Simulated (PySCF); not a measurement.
Molecule: `C(C=C)(=O)C(C)(C)C`, C$_{7}$H$_{12}$O.

Molfile (atoms numbered from 1):
```
C7H12O
     RDKit          3D

 20 19  0  0  0  0  0  0  0  0999 V2000
    2.9503   -0.4367    0.2449 C   0  0  0  0  0  0  0  0  0  0  0  0
    1.6530   -0.2378    0.4931 C   0  0  0  0  0  0  0  0  0  0  0  0
    0.6266   -0.5132   -0.5591 C   0  0  0  0  0  0  0  0  0  0  0  0
    0.9581   -0.8957   -1.6595 O   0  0  0  0  0  0  0  0  0  0  0  0
   -0.8453   -0.2899   -0.1941 C   0  0  0  0  0  0  0  0  0  0  0  0
   -1.0424    1.1885    0.1682 C   0  0  0  0  0  0  0  0  0  0  0  0
   -1.2072   -1.1779    1.0038 C   0  0  0  0  0  0  0  0  0  0  0  0
   -1.7159   -0.6526   -1.3924 C   0  0  0  0  0  0  0  0  0  0  0  0
    3.2545   -0.8037   -0.7402 H   0  0  0  0  0  0  0  0  0  0  0  0
    3.7213   -0.2450    0.9949 H   0  0  0  0  0  0  0  0  0  0  0  0
    1.3234    0.1268    1.4694 H   0  0  0  0  0  0  0  0  0  0  0  0
   -0.4533    1.4867    1.0485 H   0  0  0  0  0  0  0  0  0  0  0  0
   -2.1027    1.3766    0.3995 H   0  0  0  0  0  0  0  0  0  0  0  0
   -0.7587    1.8439   -0.6696 H   0  0  0  0  0  0  0  0  0  0  0  0
   -2.2712   -1.0457    1.2558 H   0  0  0  0  0  0  0  0  0  0  0  0
   -1.0454   -2.2422    0.7732 H   0  0  0  0  0  0  0  0  0  0  0  0
   -0.6221   -0.9317    1.9024 H   0  0  0  0  0  0  0  0  0  0  0  0
   -2.7782   -0.4920   -1.1526 H   0  0  0  0  0  0  0  0  0  0  0  0
   -1.4568   -0.0417   -2.2684 H   0  0  0  0  0  0  0  0  0  0  0  0
   -1.5761   -1.7049   -1.6779 H   0  0  0  0  0  0  0  0  0  0  0  0
  1  2  2  0
  2  3  1  0
  3  4  2  0
  3  5  1  0
  5  6  1  0
  5  7  1  0
  5  8  1  0
  1  9  1  0
  1 10  1  0
  2 11  1  0
  6 12  1  0
  6 13  1  0
  6 14  1  0
  7 15  1  0
  7 16  1  0
  7 17  1  0
  8 18  1  0
  8 19  1  0
  8 20  1  0
M  END
```

Geometry PBE0-D3(BJ)/def2-SVP throughout; GIAO in PySCF, gas phase, one conformer, non-relativistic; equivalent atoms averaged; basis pcSseg-1.

For orientation, BLYP gives these shifts δ (against TMS, H2O at the same level): C3 204.8, C1 135.1, C5 47.4, C6/C7/C8 28.6, O4 606.8, H9 6.80, H11 6.81, H10 5.73, H12/H13/H14/H15/H16/H17/H18/H19/H20 1.10 ppm.

A run gave: C3 191.2, C1 127.2, C5 45.0, C6/C7/C8 27.3, O4 553.9, H9 6.78, H11 6.72, H10 5.72, H12/H13/H14/H15/H16/H17/H18/H19/H20 1.09 ppm (shifts δ (against TMS, H2O at the same level)).

Question: Which functional was used in that run?
A. LC-wPBE
B. PBE
C. KT2
D. HF

Answer: C. O4 tells them apart best: KT2 gives 553.9, PBE gives 606.4, HF gives 592.5, LC-wPBE gives 620.2 ppm.
